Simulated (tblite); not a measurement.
Input of a run (GFN2-xTB geometry optimisation, gas phase (tblite 0.8.0)), started from a force field or distance geometry:
```
{"job": {"kind": "relax", "xc": "GFN2-xTB", "basis": "xTB"}, "charge": 0, "multiplicity": 1}
Si    -3.545200    -0.167800     1.035400
C     -2.270100    -0.849900    -0.161900
O     -1.196100     0.039500    -0.511100
Si    -0.009000    -0.490800    -1.547200
Si     1.616000     1.105000    -1.796000
Si     2.170600     1.873300     0.281500
Si     2.737700     0.059900     1.565100
H     -2.918300     0.238600     2.327800
H     -4.238500     1.009900     0.447000
H     -4.582000    -1.205300     1.328500
H     -2.797700    -1.171600    -1.062100
H     -1.839500    -1.750800     0.321500
H      0.581000    -1.720800    -0.935500
H     -0.618500    -0.869100    -2.841100
H      1.123200     2.243100    -2.645900
H      2.812500     0.531000    -2.466800
H      3.330500     2.817300     0.185900
H      1.042400     2.621700     0.895000
H      3.200000     0.483900     2.922400
H      3.829400    -0.714700     0.919000
H      1.562700    -0.837600     1.738000
```

Output (eV, eV/Å):
```
step      E/eV     max force
  0    -598.32703    1.348
  1    -598.40186    0.553
  2    -598.44912    0.362
  3    -598.46498    0.342
  4    -598.49743    0.361
  5    -598.51525    0.415
  6    -598.53799    0.413
  7    -598.55573    0.326
  8    -598.56947    0.264
  9    -598.57780    0.209
 10    -598.58488    0.197
 11    -598.59096    0.173
 12    -598.59560    0.146
 13    -598.59935    0.130
 14    -598.60319    0.168
 15    -598.60745    0.189
 16    -598.61175    0.171
 17    -598.61525    0.167
 18    -598.61816    0.173
 19    -598.62183    0.159
 20    -598.62732    0.224
 21    -598.63372    0.254
 22    -598.63859    0.192
 23    -598.64140    0.106
 24    -598.64385    0.124
 25    -598.64775    0.174
 26    -598.65349    0.193
 27    -598.65967    0.165
 28    -598.66458    0.159
 29    -598.66843    0.131
 30    -598.67212    0.152
 31    -598.67671    0.141
 32    -598.68123    0.128
 33    -598.68448    0.104
 34    -598.68715    0.139
 35    -598.69018    0.160
 36    -598.69311    0.127
 37    -598.69513    0.075
 38    -598.69618    0.067
 39    -598.69688    0.064
 40    -598.69772    0.069
 41    -598.69886    0.083
 42    -598.70023    0.083
 43    -598.70161    0.096
 44    -598.70284    0.090
 45    -598.70388    0.087
 46    -598.70483    0.081
 47    -598.70570    0.071
 48    -598.70645    0.063
 49    -598.70704    0.061
 50    -598.70753    0.049
 51    -598.70804    0.052
 52    -598.70870    0.066
 53    -598.70958    0.075
 54    -598.71053    0.098
 55    -598.71119    0.073
 56    -598.71160    0.038
 57    -598.71196    0.050
 58    -598.71242    0.076
 59    -598.71309    0.093
 60    -598.71395    0.088
 61    -598.71476    0.057
 62    -598.71534    0.045
 63    -598.71574    0.059
 64    -598.71603    0.050
 65    -598.71625    0.029
 66    -598.71647    0.029
 67    -598.71674    0.052
 68    -598.71707    0.063
 69    -598.71738    0.046
 70    -598.71760    0.026
 71    -598.71773    0.025
 72    -598.71785    0.029
 73    -598.71802    0.033
 74    -598.71825    0.032
 75    -598.71851    0.036
 76    -598.71877    0.040
 77    -598.71902    0.039
 78    -598.71927    0.031
 79    -598.71954    0.036
 80    -598.71984    0.037
 81    -598.72018    0.041
 82    -598.72055    0.048
 83    -598.72097    0.046
 84    -598.72145    0.063
 85    -598.72199    0.074
 86    -598.72252    0.061
 87    -598.72300    0.047
 88    -598.72347    0.051
 89    -598.72413    0.061
 90    -598.72519    0.103
 91    -598.72670    0.135
 92    -598.72822    0.122
 93    -598.72930    0.067
 94    -598.72984    0.055
 95    -598.73025    0.055
 96    -598.73097    0.072
 97    -598.73218    0.082
 98    -598.73390    0.098
 99    -598.73551    0.089
100    -598.73667    0.068
101    -598.73735    0.093
102    -598.73803    0.073
103    -598.73874    0.073
104    -598.74024    0.097
105    -598.74138    0.107
106    -598.74292    0.094
107    -598.74385    0.063
108    -598.74429    0.034
109    -598.74449    0.035
110    -598.74470    0.037
111    -598.74506    0.049
112    -598.74551    0.047
113    -598.74616    0.071
114    -598.74718    0.078
115    -598.74810    0.062
116    -598.74864    0.043
117    -598.74891    0.048
118    -598.74910    0.044
119    -598.74936    0.035
120    -598.74978    0.046
121    -598.75027    0.051
122    -598.75079    0.041
123    -598.75115    0.039
124    -598.75136    0.042
125    -598.75156    0.041
126    -598.75191    0.045
127    -598.75244    0.052
128    -598.75307    0.056
129    -598.75355    0.046
130    -598.75382    0.031
131    -598.75396    0.026
132    -598.75411    0.025
133    -598.75427    0.027
134    -598.75445    0.035
135    -598.75465    0.040
136    -598.75490    0.042
137    -598.75519    0.034
138    -598.75545    0.035
139    -598.75567    0.029
140    -598.75589    0.029
141    -598.75616    0.033
142    -598.75648    0.038
143    -598.75678    0.032
144    -598.75703    0.034
145    -598.75731    0.045
146    -598.75773    0.078
147    -598.75832    0.104
148    -598.75894    0.089
149    -598.75936    0.048
150    -598.75965    0.035
151    -598.75996    0.048
152    -598.76041    0.067
153    -598.76089    0.072
154    -598.76132    0.059
155    -598.76172    0.057
156    -598.76218    0.058
157    -598.76272    0.078
158    -598.76335    0.062
159    -598.76390    0.069
160    -598.76439    0.056
161    -598.76484    0.048
162    -598.76526    0.041
163    -598.76556    0.042
164    -598.76576    0.037
165    -598.76590    0.031
166    -598.76607    0.038
167    -598.76626    0.032
168    -598.76642    0.029
169    -598.76649    0.014
170    -598.76651    0.009
```

Task: Summarise the run.

Result: The energy falls by 42.4 kJ/mol over 170 L-BFGS steps, the largest force on an atom goes from 1.35 to 0.009 eV/Å, and the atoms move by 0.755 Å rms after alignment. The bond that changes most is Si5–Si6 (both ends SiH2 silicon), which lengthens by 0.046 Å. Bonds longer at the end by more than 0.005 Å: 3 of 20; shorter: 15. Among the angles that change most is O3–Si4–Si5, from 110.6° to 95.5°. Among the dihedrals that turn most is H14–Si4–Si5–H15, from 49° to 9°. The energy never rose by more than 1e-5 eV on the way. The first step brought 17 % of the lowering.

Task: What are the final bond lengths?

Result: Si1–C2 1.904 Å, C2–O3 1.411 Å, O3–Si4 1.629 Å, Si4–Si5 2.293 Å, Si5–Si6 2.329 Å, Si6–Si7 2.315 Å, Si1–H8 1.462 Å, Si1–H9 1.463 Å, Si1–H10 1.465 Å, C2–H11 1.094 Å, C2–H12 1.095 Å, Si4–H13 1.473 Å, Si4–H14 1.473 Å, Si5–H15 1.474 Å, Si5–H16 1.475 Å, Si6–H17 1.477 Å, Si6–H18 1.475 Å, Si7–H19 1.467 Å, Si7–H20 1.468 Å, Si7–H21 1.465 Å. Numbering counts from 1 in the input's order; the species is `[SiH3]CO[SiH2][SiH2][SiH2][SiH3]`.

Hardware: an Intel Xeon at 2.50 GHz with one thread, no GPU, shared host with 64 logical CPUs at a one-minute load of 61. Cost: 7.1 s wall.

GFN2-xTB frequencies show an imaginary mode (44i cm⁻¹), so the point is no minimum at that level.

All values are computed, not measured.
